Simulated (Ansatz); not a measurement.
Z-matrix (Å, degrees):
```
C
Sb 1 2.149
H 1 1.091 2 109.8
H 1 1.090 2 108.6 3 119.6
H 1 1.090 2 110.1 3 -120.6
N 2 2.038 1 93.9 3 166.5
H 2 1.726 1 92.6 3 67.6
H 6 1.012 2 113.9 1 -70.2
H 6 1.012 2 111.8 1 167.2
```

The species carries charge 0 and has multiplicity 1. Sb takes the def2 core potential.

Problem. List the r2SCAN/def2-TZVPP orbital energies in eV (the Gaussian-basis code of Ansatz). (Estimate.)

Solution. The calculation gave: Occupied: -384.76, -272.86, -153.51, -105.28, -105.23, -105.11, -33.54, -33.49, -33.39, -33.37, -33.31, -21.70, -18.01, -13.71, -11.95, -10.38, -10.22, -9.10, -7.90, -6.27, -6.01. Lowest empty: -0.82, -0.24, 1.10, 1.68, 2.69, 2.84, 3.12, 3.65.
